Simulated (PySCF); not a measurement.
A computed series M(NH2)2

Computed with PySCF 2.14.0, PBE0, def2-SVP on the ligands, density fitting, scalar-relativistic core potentials, no spin-orbit coupling, vacuum. Each member is relaxed from one template within its symmetry. Distances are means of the shortest metal–ligand contacts, charges and spins Mulliken's; removal energies are rigid, with the ligand's formal charge and no counterpoise, so too large; for an anion taken off a cation in vacuum most of it is the attraction of opposite charges, and multiply charged cations can part far more cheaply with an electron moved from ligand to metal. lcecp potentials hold a fixed number of 4f electrons in the core, out of states, spins and gaps.

```
metal      basis on the metal        point group  M–NH2 (Å)  charge on M (e)  dipole (D)  removal of one NH2 (eV)  strongest infrared band, degenerate modes summed (cm⁻¹)  unstable modes (below −25 cm⁻¹)
   La  lcecp-0-SVP with ECP47         nearly C2v      2.382             0.77        5.07                     8.81                                                      471                                0
   Nd  lcecp-0-SVP with ECP50                C2v      2.334             0.73        5.03                     8.98                                                      462                                0
   Eu  lcecp-0-SVP with ECP53                C2v      2.301             0.72        5.02                     9.12                                                      467                                0
   Dy  lcecp-0-SVP with ECP56         nearly C2v      2.274             0.72        4.95                     9.26                                                      459                                0
   Pb     def2-SVP with ECP60  C2, nearly planar      2.139             0.58        0.23                    10.26                                                      193                                0
```

**Question.** What does the calculation give for Yb, lcecp-0-SVP with ECP60?

**Answer.** point group: C2, nearly planar, M–NH2 (Å): 2.251, charge on M (e): 0.72, dipole (D): 4.71, removal of one NH2 (eV): 9.43, strongest infrared band, degenerate modes summed (cm⁻¹): 440, unstable modes (below −25 cm⁻¹): 0.
```xyz
7

Yb    0.0000    0.0000   -0.4920
N     1.9761    0.0657    0.5846
H     2.0856    0.0209    1.5990
H     2.9292    0.1803    0.2360
N    -1.9761   -0.0657    0.5846
H    -2.0856   -0.0209    1.5990
H    -2.9292   -0.1803    0.2360
```

From La to Yb the M–NH2 distance shrinks by 0.13 Å, the lanthanide contraction, and the energy to remove one NH2 rises by 0.62 eV.

Moved off a saddle point of the template and relaxed again: La, Nd, Eu, Dy, Yb, Pb. One start shape was tried for each, so a minimum needn't be the lowest isomer. Oxidation states forced by the potential, rare, strongly oxidising or of another configuration in reality: La(NH2)2, Nd(NH2)2, Dy(NH2)2.
